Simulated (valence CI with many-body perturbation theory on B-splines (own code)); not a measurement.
Results of a calculation; reference values are marked as such.
## Energy levels of Tb⁴⁴⁺

Method: configuration interaction combined with many-body perturbation theory (CI+MBPT): three valence electrons over a frozen Dirac-Fock core [Ar], radial functions for each j: 7 s, 7 p, 8 d, 6 f, 4 g, 1 h, with the one-electron correlation potential Σ1, the two-electron term Σ2, the three-electron term Σ3, Breit, model QED; selected CI, second order for the rest, scaled by the run's own slope (own B-spline code, finite nucleus).

The last digits are not significant, and no measured levels were compared; by estimate large intervals hold to a few tenths of a per cent, small ones and those within an open d or f shell to about a per cent. Only levels of the ground parity were solved; by the run's estimate the other parity begins above the list, which can be wrong where configurations are misplaced.

Levels 1 to 19 of 19, with energies above the lowest level, (3d3/2^3) J=3/2. "Leading %" is the weight of the configuration and term that name the level; weights of strongly mixed levels are sums over their largest components and can fall short. In the jj column 3d3/2^4 stands for four electrons in 3d with j = 3/2.

```tsv
No.	Configuration	Term	J	E (cm⁻¹)	Leading %	Leading jj	g	Second component
1	3d3	4F	3/2	0	50	3d3/2^3 (97 %)	0.682	36 % 3d3 2D
2	3d3	4F	5/2	264320	85	3d3/2^2 3d5/2 (98 %)	1.048	14 % 3d3 2D
3	3d3	4P	3/2	310860	39	3d3/2^2 3d5/2 (98 %)	1.197	30 % 3d3 2P
4	3d3	2G	7/2	330440	46	3d3/2^2 3d5/2 (94 %)	1.054	39 % 3d3 4F
5	3d3	2G	9/2	335890	43	3d3/2^2 3d5/2 (98 %)	1.051	42 % 3d3 2H
6	3d3	4P	1/2	345740	59	3d3/2^2 3d5/2 (100 %)	1.847	41 % 3d3 2P
7	3d3	4P	5/2	490790	46	3d3/2^2 3d5/2 (88 %)	1.306	34 % 3d3 2D
8	3d3	4F	7/2	592060	59	3d3/2 3d5/2^2 (97 %)	1.094	38 % 3d3 2G
9	3d3	4F	9/2	620240	52	3d3/2 3d5/2^2 (96 %)	1.133	43 % 3d3 2H
10	3d3	4P	3/2	655490	41	3d3/2 3d5/2^2 (99 %)	1.124	39 % 3d3 2D
11	3d3	2P	1/2	674890	59	3d3/2 3d5/2^2 (100 %)	1.473	41 % 3d3 4P
12	3d3	2H	11/2	687960	100	3d3/2 3d5/2^2 (100 %)	1.082	
13	3d3	2D	5/2	695560	51	3d3/2 3d5/2^2 (88 %)	1.229	25 % 3d3 4P
14	3d3	2F	5/2	741090	43	3d3/2 3d5/2^2 (96 %)	1.107	39 % 3d3 2D
15	3d3	2F	7/2	753380	83	3d3/2 3d5/2^2 (97 %)	1.096	16 % 3d3 2G
16	3d3	2D	3/2	873170	66	3d3/2 3d5/2^2 (86 %)	0.963	27 % 3d3 2P
17	3d3	2G	9/2	944390	52	3d5/2^3 (97 %)	1.145	32 % 3d3 4F
18	3d3	2D	3/2	1047900	57	3d5/2^3 (86 %)	1.057	31 % 3d3 2P
19	3d3	2D	5/2	1114400	62	3d5/2^3 (94 %)	1.154	23 % 3d3 2F
```

The ionisation energy to 3d2 3F_2 of the next ion comes out as 3573.6 eV (NIST: 3573 ± 4 eV (theoretical)). All 19 levels together are meant to be complete up to 1158900 cm⁻¹.
